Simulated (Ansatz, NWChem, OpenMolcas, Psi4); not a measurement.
# Computed against measured: dipole moment

7 molecules; the dipole moment in D, computed less measured. Shapes, held fixed at every level: PBE0-D4/def2-TZVP. No vibrational averaging. Dipoles are compared by magnitude; molecules under 1 D, whose direction can flip, are left out. Programs: Ansatz 0.2.0, NWChem 7.3.0, OpenMolcas 26.06, Psi4 1.11. A level may come from different programs for different species; with the same settings they agree closely. Measured values: NIST CCCBDB.

Levels: A = PBE/def2-TZVPP; B = r2SCAN/def2-TZVPP; C = B3LYP-D4/def2-TZVPP.

```
               molecule  measured      A      B      C
     CuF (fluorocopper)      5.77  -1.19  -0.87  -0.67
NOF (nitrosyl fluoride)      1.81  -0.55  -0.48  -0.42
   SO2 (sulfur dioxide)      1.63  -0.09  -0.05  +0.10
    H2CO (formaldehyde)      2.33  -0.21  -0.10  -0.02
 CHFO (formyl fluoride)      2.02  -0.07  +0.02  +0.07
     CH3Cl (SMILES CCl)      1.87  -0.05  +0.05  +0.01
   CH3F (fluoromethane)      1.85  -0.18  -0.12  -0.05
```

Q: Sum up the errors.

A: 
```
              level           kind  mean error  mean absolute error  worst case
     PBE/def2-TZVPP            GGA      -0.334                0.334         CuF
  r2SCAN/def2-TZVPP       meta-GGA      -0.221                0.241         CuF
B3LYP-D4/def2-TZVPP  global hybrid      -0.140                0.191         CuF
```

On this set B3LYP-D4/def2-TZVPP has the smallest mean absolute error and PBE/def2-TZVPP the largest. PBE/def2-TZVPP is too low in 7 of 7; r2SCAN/def2-TZVPP is too low in 5 of 7. All levels miss CuF on one side, which points to its shape or to the tabulated value. All levels miss NOF on one side, which points to its shape or to the tabulated value. The tabulated value of NOF is in doubt (older tables, estimates, or at odds with other calculations) and kept here. Over the 6 molecules whose values aren't doubted the mean absolute errors are A 0.298; B 0.202; C 0.153. Relativity is left out for Cu. The set is small.
